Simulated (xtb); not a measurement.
Input for xtb: GFN2-xTB on NaC+, 2S+1 = 3, a spin state set in the input, which need not be the lowest, a point of a bond scan (R = 2.652 Å). Charge +1.

```
$ xtb mol.xyz --gfn 2 --sp --chrg 1 --uhf 2
2

C      0.00000000     0.00000000     0.00000000
Na     0.00000000     0.00000000     2.65205600
```

Problem. Predict the final total energy.

Solution. -1.6058 hartree.
